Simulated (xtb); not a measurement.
Job for xtb: GFN2-xTB on F2Zn (SMILES [F][Zn][F]), a point of a bond scan (R = 1.392 Å).

```
$ xtb mol.xyz --gfn 2 --sp --chrg 0 --uhf 0
3

Zn     0.00000000     0.00000000     0.00000000
F      0.00000000     0.00000000     1.39244034
F     -0.00000000    -0.00000000    -1.74055043
```

Q: What total energy does the run end on?

A: -10.0016 hartree.
